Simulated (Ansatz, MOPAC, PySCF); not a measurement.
Complex: C2H4 (SMILES C=C) (first 6 atoms) with CH3NO (SMILES NC=O); geometry from B3LYP-D3(BJ)/def2-TZVP, rigid monomers moved along the line of their centres of mass till C1···H10 is 3.53 Å.
(charge 0, multiplicity 1):
```xyz
12

C      0.452     0.477     0.739
C     -0.423    -0.514     0.633
H      1.210     0.468     1.513
H      0.449     1.318     0.056
H     -1.181    -0.528    -0.142
H     -0.397    -1.353     1.319
N     -0.998     0.419     4.955
C     -0.109    -0.426     5.527
O      0.711    -1.085     4.925
H     -1.002     0.530     3.951
H     -1.652     0.935     5.516
H     -0.203    -0.461     6.628
```

Interaction energies are E(AB) − E(A) − E(B) at the monomers' geometry in the complex; basis-set methods are counterpoise corrected. Rows marked so take none.

Cores are frozen in the correlated methods. Rows in 3-21G, 6-31G* carry no dispersion term and start afresh at each structure (6-31G* with six Cartesian d functions). MP2/6-31G* freezes PySCF's default core. The state that PM6, PM7 reach isn't checked; PM7 holds dispersion and hydrogen-bond terms.

Run with Ansatz (a first-principles code) with Gaussian orbitals; MOPAC for PM6, PM7 (differences of heats of formation); PySCF for 3-21G rows, 6-31G* rows, the dispersion terms. Values without a source in brackets are computed.

Other levels give for the interaction energy: PBE/def2-TZVPPD -1.35; B3LYP/def2-TZVPPD -0.94; B3LYP-D3(BJ)/def2-TZVPPD -1.68; wB97M-V/def2-TZVPPD -1.67; CCSD(T)/aug-cc-pVDZ -1.58 kcal/mol.

Common cheap choices:

```json
[
 {"level": "PM6", "interaction energy (kcal/mol)": "-0.55"},
 {"level": "PM7", "interaction energy (kcal/mol)": "-1.30"},
 {"level": "HF/3-21G (no counterpoise)", "interaction energy (kcal/mol)": "-1.57"},
 {"level": "HF/6-31G*", "interaction energy (kcal/mol)": "-1.09"},
 {"level": "BP86/6-31G* (no counterpoise)", "interaction energy (kcal/mol)": "-1.26"},
 {"level": "B3LYP/3-21G (no counterpoise)", "interaction energy (kcal/mol)": "-1.52"},
 {"level": "MP2/6-31G*", "interaction energy (kcal/mol)": "-1.24"},
 {"level": "MP2/6-31G* (no counterpoise)", "interaction energy (kcal/mol)": "-1.88"}
]
```
